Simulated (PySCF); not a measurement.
# C₆ coefficients of unlike pairs at UHF

Calculated with PySCF 2.14 from the dipole response of each species, C₆(A,B) = (3/π) ∫ α_A(iu) α_B(iu) du, in atomic units, from isotropic polarisabilities. For ions this is the dispersion term alone; charge-induced terms of lower order in 1/R come first.

```
species      configuration                        basis     relativity  α (bohr³)  C₆ (like pair)
   Mg²⁺          [Ne] (1S)        aug-cc-pCVDZ (6s5p3d)           none     0.2385          0.1926
     Ni  [Ar] 3d8 4s2 (3F)  aug-cc-pVTZ-DK (8s7p5d3f2g)  spin-free X2C      62.04           537.2
    V²⁺      [Ar] 3d3 (4F)    def2-QZVPPD (11s6p5d3f2g)           none      3.887           11.75
   Cr³⁺      [Ar] 3d3 (4F)     aug-cc-pVTZ (8s7p5d3f2g)           none      1.938           4.866
```

**Question.** Estimate C₆ for V²⁺ with Mg²⁺.

**Answer.** The integral gives 1.254. The combination rule 2 C_A C_B / (C_A α_B/α_A + C_B α_A/α_B) gives 1.173 and the geometric mean 1.504.

No spin-orbit coupling is included.

The other pairs:

```csv
pair,C₆
"Cr³⁺, V²⁺",7.439
"V²⁺, Ni",59.91
"Cr³⁺, Ni",33.33
"Ni, Mg²⁺",4.657
"Cr³⁺, Mg²⁺",0.8742
```
